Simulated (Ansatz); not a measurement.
Gas-phase electronic energies from Ansatz, PBE0-D4/def2-TZVP geometries. CCSD(T)/CBS is the MP2 limit (def2-TZVPP, def2-QZVPP) plus CCSD(T) − MP2 in def2-TZVPP, frozen cores. This one scheme is used for every species. DFT in def2-TZVPP. B3LYP here is the variant with VWN-RPA as its local correlation; programs differ in this. Each species was taken in one conformer, which may not be the lowest.

Consider the redistribution: `S[SiH2]S` + `FB(S)[SiH2][SiH3]` → `S[SiH](S)S` + `FB[SiH2][SiH3]`.

(1) Is it downhill or uphill in electronic energy at CCSD(T)/CBS, and by how much? (Estimate.)

(2) What do these levels give: r2SCAN-D4, B3LYP-D4, r2SCAN, HF/def2-TZVPP, CCSD/def2-TZVPP, CCSD(T)/def2-TZVPP? (Estimate.)

Largest T1 diagnostic among the species: 0.015.

## Answers

(1) The calculation gave: Uphill: ΔE = +21.7 kJ/mol.

(2) Computed: r2SCAN-D4 26.9, B3LYP-D4 23.7, r2SCAN 27.2, HF/def2-TZVPP 21.1, CCSD/def2-TZVPP 24.7, CCSD(T)/def2-TZVPP 25.7 kJ/mol.

The D4 term adds −3.4 kJ/mol with B3LYP and −1.7 kJ/mol with PBE0; it sums over pairs of atoms, weighted by their polarisabilities, and B3LYP, whose exchange is more repulsive, gets the larger term.
